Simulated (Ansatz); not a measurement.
Species: boron monoxide dimer, B2O2, net charge 0, singlet state. 
Structure (B3LYP-D3(BJ)/def2-TZVP (Ansatz, a first-principles code) minimum search):
```xyz
4

O      0.0000     0.0000    -2.0159
B      0.0000     0.0000    -0.8179
B      0.0000     0.0000     0.8179
O      0.0000     0.0000     2.0159
```

Computed values are from Ansatz. Correlated levels leave the core frozen unless marked. UHF or UKS for open shells. Spin-orbit coupling is left out. Non-relativistic. Basis-set limits of correlation are two-point, X^-3; Hartree-Fock from the larger set. The bracket is a focal-point correction in the basis named.

Question: What is the total energy at CCSD(T)/CBS(cc-pVTZ,cc-pVQZ)?

Answer: -200.0151 Eh.

Question: What is the atomisation energy De at CCSD(T)/CBS(cc-pVTZ,cc-pVQZ)?

Answer: 503.9 kcal/mol.

Question: What is the vertical electron affinity (to the doublet; negative means unbound) at RI-MP2/CBS(aug-cc-pVTZ,aug-cc-pVQZ)+[CCSD(T)-MP2]/aug-cc-pVTZ?

Answer: 0.11 eV.

Question: What is the T1 diagnostic at CCSD/cc-pVQZ?

Answer: 0.021.

Question: What is the dipole moment at CCSD(T)/aug-cc-pVDZ?

Answer: 0.00 D.
